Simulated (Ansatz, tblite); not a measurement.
Cost and result up the ladder for NbH₄ (5 atoms). Charge 0, multiplicity 2. Geometry: r2SCAN-D4/def2-TZVP.

Cartesian coordinates in Å:
```
Nb 0.0000 0.0000 0.0000
H -0.1543 1.7424 0.2054
H 1.4548 -0.2528 -0.9601
H -1.4161 -0.6737 -0.8018
H 0.1157 -0.8160 1.5566
```

Ansatz on 4 threads of Intel Xeon Platinum 8488C on a shared host; xTB runs through tblite on one thread. Times are rough, summed over both states, and most runs start from the orbitals of an earlier one. CCSD(T)/def2-TZVPP serves as the yardstick here, not as an exact answer. The other state is a singlet.

In the def2 sets Nb takes a core potential; there is no spin–orbit coupling. The xTB rows come from tblite. Correlated methods freeze no core orbitals; core or outer-core shells of Nb are correlated, in sets that lack core-valence functions. No other spin state of charge 0 was run.

Correlated methods converge slowly with the basis.

Raw xTB energies of ions are shifted by several eV, and xTB has no spin-polarisation term.

```
                            level  functions  wall time  vertical IE (eV)  difference from CCSD(T)/def2-TZVPP (eV)
                         GFN2-xTB         13    0.002 s             14.23                                     5.96
                         GFN1-xTB         17    0.005 s             12.83                                     4.56
                 PBE-D4/def2-TZVP         64     0.75 s              8.23                                    -0.04
r2SCAN-D4/def2-TZVP (with forces)         64      1.5 s              8.32                                     0.05
                PBE0-D4/def2-TZVP         64      2.2 s              8.39                                     0.11
               CCSD(T)/def2-TZVPP        112      4.1 s              8.27                                     0.00
```
